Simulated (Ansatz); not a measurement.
Basis-set extrapolation for `FB1N=CS1` (PBE0-D4/def2-TZVP geometry, frozen core, the Gaussian-basis code of Ansatz). Multiplicity 1, RHF reference.

```tsv
	def2-TZVPP	def2-QZVPP
HF	-614.708882	-614.729524
MP2 correlation	-0.850936	-0.919853
CCSD(T) correlation	-0.910318	not run
```

Energies in hartree. Use E(X) = E(∞) + A·exp(−7.88·√X) for Hartree–Fock and E(X) = E(∞) + B·X^(−2.97) for correlation, with X = 3 and 4, and add CCSD(T) minus MP2 of the smaller set to the MP2 limit.

**Question.** What is the CCSD(T) energy at the basis-set limit?

**Answer.** HF limit: -614.729524 + (-0.020642) × 0.13774 = -614.73237. MP2 limit: -0.919853 + (-0.068917) × 0.74074 = -0.97090. Higher-order term: -0.910318 − (-0.850936) = -0.05938. Total: -615.76265 hartree, 90.0 kcal/mol below CCSD(T)/def2-TZVPP.
